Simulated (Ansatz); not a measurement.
BPH3F3 (relaxed from a model of B(PH3)F3, whose bonding it doesn't keep), 8 atoms. Hardware: 4 threads of Arm Neoverse V1 on a shared host.

Correlated methods freeze 9 core orbitals.

(1) How many basis functions does each of these Ansatz runs have, and roughly what does it cost? PBE0-D4/def2-TZVP, charge 0 singlet, energy, from earlier orbitals; BHLYP-D4/def2-TZVP, charge 0 singlet, energy, from earlier orbitals; PBE-D4/def2-TZVP, charge 0 singlet, energy, from earlier orbitals; ωB97X-V/def2-TZVP, charge 0 singlet, energy, from earlier orbitals; PBE-D4/def2-SVP, charge 1 doublet, relaxation, 28 steps; LC-ωPBE/def2-TZVP, charge 0 singlet, energy, from earlier orbitals; PBE0-D4/def2-SVP, charge 0 singlet, energy with a search over starts; PBE0-D4/def2-SVP, charge 1 doublet at the geometry of the charge 0 singlet, energy with a search over starts; PBE-D4/def2-SVP, charge 0 singlet, relaxation, 17 steps; PBE-D4/def2-TZVP, charge 1 doublet, energy, from earlier orbitals; PBE0-D4/def2-SVP, charge 0 singlet, energy, from earlier orbitals; CCSD(T)/def2-TZVPP, charge 0 singlet, energy, from earlier orbitals.

Answers

(1) Other jobs shared the machine, so times can vary by a factor of up to 3. A dash marks memory too small to be measured apart from the calling script's.

| run | functions | fitting or Cholesky vectors | wall time | peak host memory (GiB) |
| --- | --- | --- | --- | --- |
| PBE0-D4/def2-SVP, charge 0 singlet, energy, from earlier orbitals | 89 | 844 | 0.9 s | – |
| PBE0-D4/def2-SVP, charge 0 singlet, energy with a search over starts | 89 | 844 | 1.1 s | – |
| PBE0-D4/def2-SVP, charge 1 doublet at the geometry of the charge 0 singlet, energy with a search over starts | 89 | 842 | 1.4 s | – |
| PBE-D4/def2-TZVP, charge 0 singlet, energy, from earlier orbitals | 179 | 1039 | 1.5 s | – |
| PBE0-D4/def2-TZVP, charge 0 singlet, energy, from earlier orbitals | 179 | 1051 | 1.6 s | – |
| LC-ωPBE/def2-TZVP, charge 0 singlet, energy, from earlier orbitals | 179 | 1039 | 2.3 s | – |
| PBE-D4/def2-TZVP, charge 1 doublet, energy, from earlier orbitals | 179 | 1039 | 2.4 s | – |
| BHLYP-D4/def2-TZVP, charge 0 singlet, energy, from earlier orbitals | 179 | 1183 | 2.6 s | – |
| ωB97X-V/def2-TZVP, charge 0 singlet, energy, from earlier orbitals | 179 | 1039 | 6.5 s | – |
| PBE-D4/def2-SVP, charge 0 singlet, relaxation, 17 steps | 89 | 979 | 13 s | – |
| PBE-D4/def2-SVP, charge 1 doublet, relaxation, 28 steps | 89 | 979 | 37 s | – |
| CCSD(T)/def2-TZVPP, charge 0 singlet, energy, from earlier orbitals | 208 | 1295 | 1.7 min | 3 |
